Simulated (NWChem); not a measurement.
# SiO$_{2}$ anion, doublet; SMILES of the neutral closed-shell parent O=[Si]=O

```xyz
3

O      1.4759     0.0000    -0.2738
Si     0.0000     0.0000     0.2933
O     -1.4759     0.0000    -0.2738
```
Atoms are numbered in this order, from 1.

Level: B3LYP/def2-SVPD, spin-unrestricted (NWChem), optimised geometry, unscaled harmonic frequencies. In the optimisation the excess spin sits in a1 (C2v, its own frame). This spin state was assumed; another may lie lower.

List the harmonic frequencies with IR intensities, and the thermochemistry.


```tsv
frequency (cm⁻¹)	IR intensity (km/mol)
325	31.6
898	19.4
1158	216.5
```

```
Property                                                                                              Value
-----------------------------------------------------------------------------------------  ----------------
zero-point energy                                                                              3.4 kcal/mol
thermal correction to the enthalpy at 298.15 K (with zero-point energy)                        6.1 kcal/mol
heat capacity Cv                                                                            8.3 cal/(mol K)
entropy at 298.15 K and 1 atm (symmetry number 2, electronic part: spin degeneracy alone)  61.3 cal/(mol K)
```

Rigid rotor and harmonic oscillator.
